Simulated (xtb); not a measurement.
Input file for xtb: GFN1-xTB on GeH4 (SMILES [GeH4]).

```
$ xtb mol.xyz --gfn 1 --sp --chrg 0 --uhf 0
5

Ge     0.18697764    -0.15005688     0.20538804
H      0.70287154    -1.19526948     1.20462870
H      0.86880589    -0.35826398    -1.15466851
H      0.49694520     1.25767441     0.73187328
H     -1.33266865    -0.31165876     0.04504240
```

The log:

```
[...]
           -------------------------------------------------
          |                Calculation Setup                |
           -------------------------------------------------



           -------------------------------------------------
          |                 G F N 1 - x T B                 |
           -------------------------------------------------

        Reference                      10.1021/acs.jctc.7b00118
      * Hamiltonian:
        H0-scaling (s, p, d)           1.850000    2.250000    2.000000
        zeta-weighting                 0.000000
      * Dispersion:
        s8                             2.400000
        a1                             0.630000
        a2                             5.000000
        s9                             0.000000
      * Repulsion:
        kExp                           1.500000
        rExp                           1.000000
      * Coulomb:
        alpha                          2.000000
        third order                    atomic
        anisotropic                    false
      * Halogen bond correction:
        rad-scale                      1.300000
        damping                        0.440000


          ...................................................
          :                      SETUP                      :
          :.................................................:
          :  # basis functions                  18          :
          :  # atomic orbitals                  17          :
          :  # shells                           11          :
          :  # electrons                         8          :
          :  # halogen bonds                     0          :
          :  max. iterations                   250          :
          :  Hamiltonian                  GFN1-xTB          :
          :  restarted?                      false          :
          :  GBSA solvation                  false          :
          :  PC potential                    false          :
          :  electronic temp.          300.0000000     K    :
          :  accuracy                    1.0000000          :
          :  -> integral cutoff          0.2500000E+02      :
          :  -> integral neglect         0.1000000E-07      :
          :  -> SCF convergence          0.1000000E-05 Eh   :
          :  -> wf. convergence          0.2000000E-04 e    :
          :  Broyden damping             0.4000000          :
          :  net charge                          0          :
          :  unpaired electrons                  0          :
          ...................................................

 iter      E             dE          RMSdq      gap      omega  full diag
   1     -3.6786451 -0.367865E+01  0.493E+00    8.87       0.0  T
   2     -3.8226663 -0.144021E+00  0.138E+00    5.71       1.0  T
   3     -3.8252672 -0.260091E-02  0.754E-01    6.16       1.0  T
   4     -3.8254251 -0.157836E-03  0.161E-01    6.03       1.0  T
   5     -3.8248013  0.623814E-03  0.431E-01    6.25       1.0  T
   6     -3.8254504 -0.649105E-03  0.570E-03    6.06       7.8  T
   7     -3.8254504 -0.161631E-07  0.626E-04    6.06      71.4  T
   8     -3.8254504 -0.395310E-09  0.841E-05    6.06     531.6  T
   9     -3.8254504 -0.100941E-11  0.940E-06    6.06    4758.6  T

   *** convergence criteria satisfied after 9 iterations ***

         #    Occupation            Energy/Eh            Energy/eV
      -------------------------------------------------------------
         1        2.0000           -0.6773011             -18.4303
         2        2.0000           -0.4902214             -13.3396
         3        2.0000           -0.4899889             -13.3333
         4        2.0000           -0.4897122             -13.3257 (HOMO)
         5                         -0.2668768              -7.2621 (LUMO)
         6                         -0.2667477              -7.2586
         7                         -0.2666343              -7.2555
         8                         -0.2498978              -6.8001
         9                         -0.2498978              -6.8001
       ...                                ...                  ...
        17                          0.3760023              10.2315
      -------------------------------------------------------------
                  HL-Gap            0.2228353 Eh            6.0637 eV
             Fermi-level           -0.3782945 Eh          -10.2939 eV

 SCC (total)                   0 d,  0 h,  0 min,  0.002 sec
 SCC setup                      ...        0 min,  0.000 sec (  3.661%)
 Dispersion                     ...        0 min,  0.000 sec (  1.248%)
 classical contributions        ...        0 min,  0.000 sec (  0.471%)
 integral evaluation            ...        0 min,  0.000 sec ( 20.072%)
 iterations                     ...        0 min,  0.001 sec ( 37.122%)
 molecular gradient             ...        0 min,  0.001 sec ( 33.820%)
 printout                       ...        0 min,  0.000 sec (  3.349%)

         :::::::::::::::::::::::::::::::::::::::::::::::::::::
         ::                     SUMMARY                     ::
         :::::::::::::::::::::::::::::::::::::::::::::::::::::
         :: total energy              -3.803935590405 Eh    ::
         :: gradient norm              0.026087373514 Eh/a0 ::
         :: HOMO-LUMO gap              6.063657582059 eV    ::
         ::.................................................::
         :: SCC energy                -3.825450388714 Eh    ::
         :: -> electrostatic           0.022851808791 Eh    ::
         :: repulsion energy           0.022181705972 Eh    ::
         :: dispersion energy         -0.000666907663 Eh    ::
         :: halogen bond corr.         0.000000000000 Eh    ::
         :: add. restraining           0.000000000000 Eh    ::
         :: total charge              -0.000000000000 e     ::
         :::::::::::::::::::::::::::::::::::::::::::::::::::::

           -------------------------------------------------
          |                Property Printout                |
           -------------------------------------------------

    * Orbital Energies and Occupations

         #    Occupation            Energy/Eh            Energy/eV
      -------------------------------------------------------------
         1        2.0000           -0.6773011             -18.4303
         2        2.0000           -0.4902214             -13.3396
         3        2.0000           -0.4899889             -13.3333
         4        2.0000           -0.4897122             -13.3257 (HOMO)
         5                         -0.2668768              -7.2621 (LUMO)
         6                         -0.2667477              -7.2586
         7                         -0.2666343              -7.2555
         8                         -0.2498978              -6.8001
         9                         -0.2498978              -6.8001
        10                         -0.0913773              -2.4865
        11                         -0.0912903              -2.4841
        12                         -0.0911462              -2.4802
        13                         -0.0787995              -2.1442
        14                          0.0187763               0.5109
        15                          0.3716935              10.1143
       ...                                ...                  ...
        17                          0.3760023              10.2315
      -------------------------------------------------------------
                  HL-Gap            0.2228353 Eh            6.0637 eV
             Fermi-level           -0.3782945 Eh          -10.2939 eV

  Mulliken/CM5 charges         n(s)   n(p)   n(d)
     1Ge    0.12863 -0.10734   1.467  2.178  0.226
     2H    -0.03233  0.02670   1.032  0.000  0.000
Note: The following floating-point exceptions are signalling: IEEE_DENORMAL
normal termination of xtb
     3H    -0.03177  0.02721   1.032  0.000  0.000
     4H    -0.03178  0.02734   1.032  0.000  0.000
     5H    -0.03274  0.02609   1.033  0.000  0.000

Wiberg/Mayer (AO) data.
largest (>0.10) Wiberg bond orders for each atom

 ---------------------------------------------------------------------------
     #   Z sym  total        # sym  WBO       # sym  WBO       # sym  WBO
 ---------------------------------------------------------------------------
     1  32 Ge   3.664 --     5 H    0.916     2 H    0.916     4 H    0.916
                             3 H    0.916
     2   1 H    0.995 --     1 Ge   0.916
     3   1 H    0.995 --     1 Ge   0.916
     4   1 H    0.995 --     1 Ge   0.916
     5   1 H    0.995 --     1 Ge   0.916
 ---------------------------------------------------------------------------

Topologies differ in total number of bonds
Writing topology from bond orders to xtbtopo.mol

 dipole moment from electron density (au)
     X       Y       Z
   0.0092   0.0056  -0.0034  total (Debye):    0.029


           -------------------------------------------------
          | TOTAL ENERGY               -3.803935590405 Eh   |
          | GRADIENT NORM               0.026087373514 Eh/α |
          | HOMO-LUMO GAP               6.063657582059 eV   |
           -------------------------------------------------

------------------------------------------------------------------------
------------------------------------------------------------------------
 total:
 SCF:
```

The run finished.

Cost: about 0.020 core-seconds (a rough figure).
